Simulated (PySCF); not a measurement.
Two-component Hartree-Fock for Tc (technetium, neutral)

Start: [Kr] 4d5 5s2; 4d3/2 filled at m_j = -3/2, -1/2, +1/2, +3/2; 4d5/2 filled at m_j = +5/2. Calculated with PySCF 2.14 in x2c-SVPall-2c: generalised Hartree-Fock with the X2C-1e Hamiltonian and a Gaussian nucleus; one run each with spin-orbit coupling (SO) switched off, then screened by Boettger's factors.

| spinor shell | electrons | ε, spin-free (eV) | ε, screened SO (eV) | weight of nominal j (screened SO) | rms radius, screened SO (bohr) |
| --- | --- | --- | --- | --- | --- |
| 1s1/2 | 2 | -21154.9 | -21153.8 | 1.000 | 0.0394 |
| 2s1/2 | 2 | -3094.4 | -3094.1 | 1.000 | 0.162 |
| 2p1/2 | 2 | -2763.4 | -2845.2 | 1.000 | 0.141 |
| 2p3/2 | 4 | -2763.4 | -2725.1 | 1.000 | 0.145 |
| 3s1/2 | 2 | -572.27 | -572.19 | 1.000 | 0.441 |
| 3p1/2 | 2 | -460.42 | -474.63 | 1.000 | 0.439 |
| 3p3/2 | 4 | -460.42 | -453.72 | 1.000 | 0.450 |
| 3d3/2 | 4 | -279.56 | -282.04 | 0.965 | 0.434 |
| 3d5/2 | 6 | -279.56 | -277.83 | 0.976 | 0.437 |
| 4s1/2 | 2 | -89.899 | -89.884 | 1.000 | 1.13 |
| 4p1/2 | 2 | -56.272 | -61.834 | 0.658 | 1.26 |
| 4p3/2 | 4 | -56.272 | -53.549 | 0.829 | 1.27 |
| 4d3/2 | 4 | -14.220 | -14.253 | 0.530 | 1.80 |
| 4d5/2 | 1 | -14.220 | -14.071 | 1.000 | 1.81 |
| 5s1/2 | 2 | -6.658 | -6.658 | 1.000 | 3.88 |

```csv
quantity,spin-free,screened SO
E (hartree),-4282.39331,-4282.92275
M_J,5/2,5/2
⟨J²⟩,8.793,8.793
⟨L²⟩,0.000,0.018
⟨S²⟩,8.793,8.781
```

Each row is a mean over spinors that exchange with the open shell spreads, by up to 9.469 eV (4p3/2).

Rows whose weight is well below 1 are mixtures of j = l ± 1/2: exchange outweighs spin-orbit coupling there, and the label is only the starting occupation.

Breit and QED terms are absent; they matter most for the inner s and p1/2 levels.

Densities and radii are taken from the X2C orbitals without a picture-change correction, which distorts them close to the nucleus.

Without spin-orbit coupling the j labels of p, d and f shells carry no meaning; the spin-free column gives the mean over the occupied spinors of each nl shell.
